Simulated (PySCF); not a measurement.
Compound: C3H13GeNSi.
Bonds: C1–C2, C2–Si3, Si3–Ge4, Ge4–N5, N5–C6. Hydrogens: H7, H8, H9 on C1; H10, H11 on C2; H12, H13 on Si3; H14, H15 on Ge4; H16 on N5; H17, H18, H19 on C6.

Method: PySCF, PBE0-D3(BJ)/def2-SVP geometry optimisation, gas phase.

Task: List the bond lengths, angles and torsions at this level.

Result: 
| bond | length (bohr) |
| --- | --- |
| C1–C2 | 2.884 |
| C2–Si3 | 3.575 |
| Si3–Ge4 | 4.520 |
| Ge4–N5 | 3.494 |
| N5–C6 | 2.728 |
| C1–H7, C1–H8, C1–H9 | 2.082 |
| C2–H10, C2–H11 | 2.086 |
| Si3–H12, Si3–H13 | 2.832 |
| Ge4–H14 | 2.940 |
| Ge4–H15 | 2.916 |
| N5–H16 | 1.920 |
| C6–H17, C6–H18, C6–H19 | 2.089 |

Bonds in one row agree within 0.02 bohr and their mean is given. A selection of angles:
| angle | degrees |
| --- | --- |
| C2–C1–H7 | 111.9 |
| C2–C1–H9 | 110.4 |
| H7–C1–H8 | 107.2 |
| C1–C2–Si3 | 113.9 |
| C1–C2–H10 | 111.3 |
| C1–C2–H11 | 110.2 |
| Si3–C2–H10 | 107.6 |
| H10–C2–H11 | 105.9 |
| C2–Si3–Ge4 | 109.5 |
| C2–Si3–H12 | 110.7 |
| Ge4–Si3–H12 | 110.5 |
| Ge4–Si3–H13 | 107.9 |
| H12–Si3–H13 | 107.4 |
| Si3–Ge4–N5 | 106.5 |
| Si3–Ge4–H14 | 112.5 |
| N5–Ge4–H14 | 112.9 |
| N5–Ge4–H15 | 105.1 |
| H14–Ge4–H15 | 107.6 |
| Ge4–N5–C6 | 119.6 |
| Ge4–N5–H16 | 113.4 |
| C6–N5–H16 | 112.3 |
| N5–C6–H17 | 115.3 |
| N5–C6–H18 | 109.9 |
| N5–C6–H19 | 110.8 |
| H17–C6–H18 | 106.6 |
| H18–C6–H19 | 106.4 |

Torsions: C1–C2–Si3–Ge4 -49° (synclinal); C2–Si3–Ge4–N5 -32° (synclinal); Si3–Ge4–N5–C6 -64° (synclinal). The mirror-image conformer, all signs reversed, is as good.

N5 (nitrogen bonded to C, Ge and H) is pyramidal (angles 119.6°, 113.4° and 112.3°, sum 345.3°, 0.31 Å off the plane of its three neighbours). Si3 (SiH2 silicon) is tetrahedral (angles from 107.4° to 110.7°). Ge4 (germanium bonded to N, Si and 2 H) is distorted tetrahedral (angles from 105.1° to 112.9°). Of the pairs four or more bonds apart, Si3···H18 is among the closest relative to their van der Waals radii: 3.24 Å, 98 % of the sum of Bondi's values.

Point group: C1 (no symmetry element, even within 0.4 Å). Whether it is a minimum is left open (no frequencies). One conformer, not necessarily the lowest.
